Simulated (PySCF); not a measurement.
# Electron correlation in B⁺ (boron, charge +1)

[He] 2s1 3d1, high-spin 3D determinant (an excited configuration). Computed with PySCF 2.14 in dyall-av3z (15s9p3d2f, 71 functions), with no relativity, point nucleus. Frozen: 1s2; 2 electrons correlated; the 13 highest virtual orbitals of each spin left out.

Total MP2 correlation energy: -3.53 mhartree.

Same-spin part -3.53 and opposite-spin part 0.00 mhartree; SCS-MP2 scales them by 1/3 and 6/5 to -1.18 mhartree.
